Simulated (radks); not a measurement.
Results of a calculation; reference values are marked as such.
These are the eigenvalues of the occupied orbitals of an atom or ion with whole-number occupations (hartree). Level of theory: Dirac Kohn-Sham, HCTH/407, spin-unpolarised, spherical densities, point nucleus (a radial shooting solver on a logarithmic mesh with Libxc functionals).

orbital  eigenvalue
1s1/2     -1799.735
2s1/2     -315.7892
2p1/2     -300.9904
2p3/2     -277.1466
3s1/2     -87.54904
3p1/2     -81.17058
3p3/2     -76.24167
3d3/2     -65.25626
3d5/2     -64.17495
4p1/2     -31.36668
4p3/2     -30.06307
4d3/2     -25.78355
4d5/2     -25.51719
4f5/2     -20.39992
4f7/2     -20.34217

Which element is it, and in what charge state? The configuration may be excited. Open shells, if any, are shared by 2j + 1.

Answer. Z = 63, europium, charge +22: Eu22+ in [Ar] 3d10 4p6 4d5 4f2. The list shows which subshells hold electrons but not how many an open one holds; the 1s level, -1799.7 hartree, gives Z - s = 60.0 by -(Z - s)^2/2, which with screening and relativity narrows Z to a few neighbours, and the depths of the outer levels then fix element, charge and occupations together.
